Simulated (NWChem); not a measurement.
**A calculation on thionyl fluoride (F₂OS)**

SMILES: O=S(F)F
```xyz
4

O     -1.3917    -0.3297     0.0000
S     -0.1604     0.4112     0.0000
F      0.7611    -0.2190     1.1690
F      0.7611    -0.2190    -1.1690
```
Charge 0, spin multiplicity 1.

The numbers come from NWChem runs, not from measurements. Structure: optimised with PBE0/def2-SVP, a minimum by its harmonic frequencies.

Symmetry labels belong to the abelian group Cs used in the runs, with the axes of the coordinates shown.

The Pople sets run with spherical d functions.

Problem. List the lowest 3 singlet excitations that CIS/6-31+G* (spherical d) gives, with oscillator strengths.

Solution. 
| state | symmetry | energy (eV) | wavelength (nm) | f |
|---|---|---|---|---|
| 1 | a" | 7.40 | 168 | 0.067 |
| 2 | a' | 8.92 | 139 | 0.029 |
| 3 | a" | 9.89 | 125 | 0.016 |
